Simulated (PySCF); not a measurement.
Method: B3LYP-D3(BJ)/def2-TZVP // TPSS-D3(BJ)/def2-SVP run with PySCF. All species are isolated molecules in the gas phase. One relaxed conformer stands for a flexible species; it need not be the lowest. B3LYP has the VWN-RPA correlation part, as in Gaussian. 

Reference species: [Zn(F)(OH)] (neutral, multiplicity 1).

| Quantity | Result |
|---|---|
| mean distance from the central atom to its bonded neighbours | 1.756 Å |
| coordination number | 2 |
| HOMO–LUMO gap | 6.64 eV |
| LUMO | -1.91 eV |

Changed species: [Zn(F)2] (0 of 2 F replaced by OH; the reference has 1 of 2 F replaced by OH).

Q: What does the change do to the mean distance from the central atom to its bonded neighbours, coordination number, HOMO–LUMO gap and LUMO?

A: the mean distance from the central atom to its bonded neighbours falls by 0.021 Å, to 1.735 Å; the coordination number hardly moves; the HOMO–LUMO gap rises by 1.25 eV, to 7.89 eV; the LUMO falls by 0.49 eV, to -2.40 eV.
